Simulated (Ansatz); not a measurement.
Si₂₇H₃₄, a nanocrystal cut from hexagonal silicon. The state is a triplet with charge 0. Geometry PBE-D4/def2-SVP, that of the neutral singlet; atoms count from 1.

```xyz
61

Si    0.440    2.937   -3.430
Si   -1.497    2.853   -2.102
Si   -3.094    1.303   -2.909
Si    0.576    3.937    0.966
Si   -0.883    2.293    0.097
Si   -2.835    2.188    1.404
Si   -3.340   -0.461   -1.362
Si   -4.368    0.666    0.437
Si   -2.244    1.607    3.603
Si    1.532    0.857   -3.423
Si    0.213   -0.876   -4.349
Si    3.577    1.961   -0.343
Si    2.633    2.964    1.563
Si    2.117    0.318   -1.210
Si    0.170    0.191    0.101
Si   -0.329   -2.444   -2.672
Si   -1.289   -1.451   -0.766
Si    2.238    1.296    3.174
Si    0.777   -0.347    2.307
Si   -1.158   -0.476    3.637
Si   -1.675   -3.110    0.858
Si   -2.540   -2.239    2.873
Si    3.187   -1.775   -1.219
Si    1.790   -3.387   -2.246
Si    3.757   -2.345    0.989
Si    1.833   -2.447    2.333
Si    0.312   -4.119    1.628
H     0.097    3.350   -4.841
H     1.374    3.971   -2.848
H    -2.133    4.224   -2.074
H    -4.426    2.010   -2.982
H    -2.751    0.830   -4.296
H     0.797    5.010   -0.072
H    -0.058    4.581    2.175
H    -3.465    3.562    1.412
H    -4.264   -1.521   -1.915
H    -5.509    1.467   -0.142
H    -4.942   -0.268    1.468
H    -1.292    2.652    4.135
H    -3.464    1.582    4.490
H     2.807    0.970   -4.227
H    -0.996   -0.328   -5.059
H     1.056   -1.601   -5.371
H     3.837    3.008   -1.399
H     4.896    1.321    0.014
H     3.566    4.016    2.118
H    -1.271   -3.492   -3.217
H     1.627    1.908    4.410
H     3.542    0.647    3.571
H    -0.730   -0.783    5.054
H    -2.610   -4.154    0.293
H    -3.976   -1.804    2.760
H    -2.475   -3.351    3.893
H     4.453   -1.649   -2.035
H     2.394   -3.733   -3.586
H     1.721   -4.653   -1.434
H     4.670   -1.275    1.539
H     4.496   -3.661    1.021
H     2.245   -2.745    3.757
H     0.938   -5.041    0.616
H    -0.055   -4.946    2.837
```

Single mean-field runs in def2-SVP are fitted with def2-universal-jkfit. At PBE0-D4/def2-SVP a singlet of charge 0 lies 4.23 eV below the triplet at the same geometry.

(1) Estimate the Mulliken populations of the heavy atoms from the PBE0/def2-SVP orbitals of Ansatz.

(2) Where does the spin sit?

(3) And the Mayer bond orders between heavy atoms (over 0.3)?

## Answers

(1) 
```json
{"atom": "Si1", "charge (e)": "0.13", "spin (α − β)": "0.01"}
{"atom": "Si2", "charge (e)": "-0.03", "spin (α − β)": "0.04"}
{"atom": "Si3", "charge (e)": "0.09", "spin (α − β)": "0.02"}
{"atom": "Si4", "charge (e)": "0.17", "spin (α − β)": "0.00"}
{"atom": "Si5", "charge (e)": "-0.29", "spin (α − β)": "0.28"}
{"atom": "Si6", "charge (e)": "-0.03", "spin (α − β)": "0.04"}
{"atom": "Si7", "charge (e)": "-0.06", "spin (α − β)": "0.15"}
{"atom": "Si8", "charge (e)": "0.09", "spin (α − β)": "0.02"}
{"atom": "Si9", "charge (e)": "0.13", "spin (α − β)": "0.01"}
{"atom": "Si10", "charge (e)": "-0.03", "spin (α − β)": "0.04"}
{"atom": "Si11", "charge (e)": "0.08", "spin (α − β)": "0.02"}
{"atom": "Si12", "charge (e)": "0.16", "spin (α − β)": "0.00"}
{"atom": "Si13", "charge (e)": "-0.13", "spin (α − β)": "0.02"}
{"atom": "Si14", "charge (e)": "-0.25", "spin (α − β)": "0.08"}
{"atom": "Si15", "charge (e)": "-0.04", "spin (α − β)": "0.22"}
{"atom": "Si16", "charge (e)": "-0.03", "spin (α − β)": "0.04"}
{"atom": "Si17", "charge (e)": "-0.16", "spin (α − β)": "0.10"}
{"atom": "Si18", "charge (e)": "0.16", "spin (α − β)": "0.00"}
{"atom": "Si19", "charge (e)": "-0.25", "spin (α − β)": "0.08"}
{"atom": "Si20", "charge (e)": "-0.03", "spin (α − β)": "0.04"}
{"atom": "Si21", "charge (e)": "-0.03", "spin (α − β)": "0.04"}
{"atom": "Si22", "charge (e)": "0.08", "spin (α − β)": "0.01"}
{"atom": "Si23", "charge (e)": "-0.03", "spin (α − β)": "0.14"}
{"atom": "Si24", "charge (e)": "0.09", "spin (α − β)": "0.05"}
{"atom": "Si25", "charge (e)": "0.15", "spin (α − β)": "-0.02"}
{"atom": "Si26", "charge (e)": "-0.03", "spin (α − β)": "0.14"}
{"atom": "Si27", "charge (e)": "0.09", "spin (α − β)": "0.05"}
```
Mulliken values depend strongly on the basis.

(2) Summed by element: Si 1.61, H 0.39, of 2 unpaired in all. Largest on single atoms: Si5 0.28, Si15 0.22, Si7 0.15.

(3) Si1–Si2 0.93 (2.35 Å); Si1–Si10 0.90 (2.35 Å); Si2–Si3 0.93 (2.37 Å); Si2–Si5 0.93 (2.35 Å); Si3–Si7 0.93 (2.36 Å); Si4–Si5 0.91 (2.36 Å); Si4–Si13 0.91 (2.35 Å); Si5–Si6 0.93 (2.35 Å); Si5–Si15 0.61 (2.35 Å); Si6–Si8 0.93 (2.37 Å); Si6–Si9 0.93 (2.35 Å); Si7–Si8 0.93 (2.36 Å); Si7–Si17 0.75 (2.35 Å); Si9–Si20 0.90 (2.35 Å); Si10–Si11 0.93 (2.37 Å); Si10–Si14 0.92 (2.35 Å); Si11–Si16 0.94 (2.36 Å); Si12–Si13 0.92 (2.35 Å); Si12–Si14 0.90 (2.36 Å); Si13–Si18 0.92 (2.35 Å); Si14–Si15 0.90 (2.35 Å); Si14–Si23 0.88 (2.35 Å); Si15–Si17 0.96 (2.36 Å); Si15–Si19 0.90 (2.35 Å); Si16–Si17 0.90 (2.35 Å); Si16–Si24 0.92 (2.36 Å); Si17–Si21 0.90 (2.35 Å); Si18–Si19 0.90 (2.36 Å); Si19–Si20 0.92 (2.35 Å); Si19–Si26 0.88 (2.35 Å); Si20–Si22 0.93 (2.37 Å); Si21–Si22 0.94 (2.36 Å); Si21–Si27 0.92 (2.36 Å); Si23–Si24 0.95 (2.37 Å); Si23–Si25 0.91 (2.35 Å); Si25–Si26 0.91 (2.35 Å); Si26–Si27 0.95 (2.37 Å).
